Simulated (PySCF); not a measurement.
## Rhodium: a sound run and one with changed settings

Sound run: Rh [Kr] 4d8 5s1, Rh⁺ [Kr] 4d8. Calculation: PySCF 2.14, in def2-TZVP with the def2 core potential (28 electrons) (6s4p3d1f, 40 functions); scalar relativity through the core potential. In the sound run the correlated levels freeze 4s2 4p6 outside the core potential. The sound run starts from symmetry-adapted Hartree-Fock orbitals and uses a fine grid where one is needed.

Changed run: all electrons correlated in a basis built for the valence shell.

```
species  method  sound run (hartree)  changed run (hartree)  converged
     Rh     MP2           -109.92249             -110.11985        yes
    Rh⁺     MP2           -109.66698             -109.85707        yes
```

Ionisation energy of Rh:

```json
{"method": "UHF", "sound run (eV)": "6.309", "changed run (eV)": "6.309"}
{"method": "MP2", "sound run (eV)": "6.953", "changed run (eV)": "7.151"}
{"method": "SCS-MP2", "sound run (eV)": "6.793", "changed run (eV)": "6.964"}
```

A valence basis has no tight correlating functions, so it recovers only part of the core correlation, and not evenly between atom and ion.

For comparison, NIST gives 7.459 eV between the lowest levels.
